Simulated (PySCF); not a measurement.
Spinor energies of Te(20+) (tellurium, charge +20)

Start: [Ar] 3d10 4s2 4p2; 4p1/2 filled at m_j = -1/2, +1/2. Calculated with PySCF 2.14 in an uncontracted even-tempered set (18 s from 1.3 bohr⁻², ratio 2.8; 13 p from 1.7 bohr⁻², ratio 2.8; 8 d from 2.9 bohr⁻², ratio 2.8; 4 f from 8.7 bohr⁻², ratio 3): generalised Hartree-Fock with the X2C-1e Hamiltonian and a Gaussian nucleus; one run each with spin-orbit coupling (SO) switched off, then screened by Boettger's factors.

```tsv
spinor shell	electrons	ε, spin-free (eV)	ε, screened SO (eV)	weight of nominal j (screened SO)	rms radius, screened SO (bohr)
1s1/2	2	-32548.4	-32544.0	1.000	0.0318
2s1/2	2	-5566.5	-5564.5	1.000	0.130
2p1/2	2	-5048.8	-5240.2	1.000	0.112
2p3/2	4	-5048.8	-4960.6	1.000	0.117
3s1/2	2	-1574.0	-1572.7	1.000	0.339
3p1/2	2	-1400.8	-1439.1	1.000	0.331
3p3/2	4	-1400.8	-1381.8	1.000	0.343
3d3/2	4	-1144.0	-1150.1	1.000	0.314
3d5/2	6	-1144.0	-1138.0	1.000	0.317
4s1/2	2	-646.11	-645.53	1.000	0.738
4p1/2	2	-591.18	-597.07	1.000	0.758
```

| quantity | spin-free | screened SO |
| --- | --- | --- |
| E (hartree) | -6620.11945 | -6622.55181 |
| M_J | 0 | 0 |
| ⟨J²⟩ | 2.002 | 0.000 |
| ⟨L²⟩ | 2.002 | 1.344 |
| ⟨S²⟩ | 2.001 | 1.344 |

Breit and QED terms are absent; they matter most for the inner s and p1/2 levels.

Densities and radii are taken from the X2C orbitals without a picture-change correction, which distorts them close to the nucleus.

Without spin-orbit coupling the j labels of p, d and f shells carry no meaning; the spin-free column gives the mean over the occupied spinors of each nl shell.
